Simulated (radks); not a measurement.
The numbers below are computed, except where a source is named.
Nb, configuration [Kr] 4d4 5s1. Code: a radial shooting solver on a logarithmic mesh with Libxc functionals. Model: scalar-relativistic Kohn-Sham, LDA (Slater exchange, Perdew-Wang correlation), spin-polarised, spherical densities, finite nucleus; open shells are filled with parallel spins first (spin-orbit coupling, left out, can overturn this in heavy ions); Fermi nuclear charge, rms radius 4.324 fm. Some entries of the table are withheld. Estimate them.

| orbital | occ. | eigenvalue (eV) | <r> (bohr) | <r^2> (bohr^2) |
|---|---|---|---|---|
| 1s up | 1 | -18780.70 | 0.03613 | 0.001761 |
| 1s down | 1 | -18780.69 | 0.03613 | 0.001761 |
| 2s up | 1 | -2627.272 | 0.1582 | 0.02951 |
| 2s down | 1 | -2626.957 | 0.1582 | 0.02951 |
| 2p up | 3 | -2347.739 | 0.1378 | 0.02321 |
| 2p down | 3 | -2347.494 | 0.1378 | 0.02321 |
| 3s up | 1 | -437.3902 | 0.4441 | 0.2261 |
| 3s down | 1 | -437.1522 | 0.4441 | 0.2261 |
| 3p up | 3 | -346.0382 | 0.4465 | 0.2323 |
| 3p down | 3 | -345.7799 | 0.4464 | 0.2321 |
| 3d up | 5 | -196.1997 | 0.4335 | 0.2267 |
| 3d down | 5 | -195.8547 | 0.4332 | 0.2264 |
| 4s up | 1 | -58.7962 | 1.161 | 1.530 |
| 4s down | 1 | -56.9836 | 1.154 | 1.512 |
| 4p up | 3 | -35.0468 | 1.307 | 1.966 |
| 4p down | 3 | -33.0155 | 1.297 | 1.935 |
| 5s up | 1 | -4.6685 | (1) | 14.68 |
| 4d up | 4 | (2) | 2.185 | (3) |
| 5s down | 0 | -2.7811 | (4) | 18.66 |
| 5p up | 0 | -1.4672 | 4.957 | 28.63 |
| 4d down | 0 | (5) | 2.358 | (6) |
| 5p down | 0 | -0.4144 | 6.726 | 55.23 |
| 6s up | 0 | -0.0345 | 17.68 | 419.7 |

Answer. 
(1) 5s up <r> (bohr): 3.583
(2) 4d up eigenvalue (eV): -3.8107
(3) 4d up <r^2> (bohr^2): 6.009
(4) 5s down <r> (bohr): 3.999
(5) 4d down eigenvalue (eV): -1.4593
(6) 4d down <r^2> (bohr^2): 7.455
